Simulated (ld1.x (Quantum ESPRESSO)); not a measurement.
**tellurium: one change to a TM potential, before and after**

- Element: tellurium
- Generator: ld1.x (Quantum ESPRESSO) 7.5
- Type: norm-conserving Troullier–Martins (Kleinman–Bylander form)
- Functional: LDA (PZ)
- Relativity: scalar-relativistic
- Frozen core: [Kr]
- Valence charge: 16
- Reference configuration: 4d10 5s2 5p1 (charge +3)
- Partial waves: 5p (bound): rc 1.75 bohr; 4d (bound): rc 1.60 bohr; 5s (bound): rc 1.50 bohr
- Local potential: the s channel
- Core correction: none

All-electron outer shells of the reference configuration (LDA (PZ), scalar-relativistic, ld1.x):

| shell | level (eV) | outermost node (bohr) | outermost maximum (bohr) |
| --- | --- | --- | --- |
| 4p | -145.14 | 0.38 | 0.74 |
| 4d | -72.46 | 0.36 | 0.81 |
| 5s | -43.14 | 0.91 | 1.73 |
| 5p | -31.99 | 0.99 | 1.99 |

Change: wave 5s (bound): rc 1.50 bohr becomes 5s (bound): rc 2.18 bohr.

Cutoffs: the cutoffs (Ry, on a coarse ladder) from which the occupation-weighted sum of valence levels, in a spherical-Bessel basis at the reference potential, stays within 10 and 1 mRy of its value at 400 Ry; they do not see the model core or the augmentation charge, which bear on the density cutoff. Errors are all-electron minus pseudo energies relative to the spin-unpolarised reference configuration.

Task: How do hardness, ghosts and transferability respond?

Result: The potential gets neither clearly harder nor softer (90 Ry and 160 Ry → 90 Ry and 160 Ry); the d channel sets the loose cutoff, while the largest relative change is in s, which becomes softer; of the 9 tests that both files solve, the error grows in 7 and shrinks in 0 by more than 15 % and 0.3 meV (median size 37.8 → 43.6 meV); neither file shows a bound ghost. More of the atom is replaced by a form fitted at one configuration, so other configurations suffer.

```tsv
quantity	base	changed
cutoff, loose	90 Ry	90 Ry
cutoff, tight	160 Ry	160 Ry
loose cutoff by channel (10 mRy a level)	p 30 Ry, d 80 Ry, s 35 Ry	p 30 Ry, d 80 Ry, s 21 Ry
bound ghosts	none	none
error for 4d10 5s2 5p4, meV [ΔE -55.32 eV]	+59	+70
error for 4d10 5s2 5p3, meV [ΔE -45.41 eV]	+38	+44
error for 4d10 5s2 5p2, meV [ΔE -27.23 eV]	+15	+17
error for 4d10 5s2 5p3.5, meV [ΔE -51.34 eV]	+49	+57
error for 4d10 5s1 5p4, meV [ΔE -35.48 eV]	+25	+32
error for 4d10 5s0 5p6, meV [ΔE -36.41 eV]	+25	+36
error for 4d10 5s1 5p5, meV [ΔE -45.97 eV]	+41	+55
error for 4d10 5s2 5p1 (spin-polarised), meV [ΔE -0.20 eV]	+5.6	+5.7
error for 4d10 5s2 5p4 (spin-polarised), meV [ΔE -55.80 eV]	+69	+81
```
